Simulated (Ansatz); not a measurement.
`Cl[SiH2]CBr`, charge 0, multiplicity 1.

(1) Give a relaxed structure at PBE0-D4/def2-TZVP (the Gaussian-basis code of Ansatz). (Best estimate.)

## Answers

(1) The calculation gave: 
Z-matrix (Å, degrees):
```
Si
C 1 1.871
Cl 1 2.048 2 109.7
H 1 1.484 2 108.9 3 -118.0
H 1 1.479 2 110.3 3 120.0
Br 2 1.941 1 110.5 3 -65.6
H 2 1.091 1 111.0 3 175.9
H 2 1.089 1 112.1 3 53.8
```
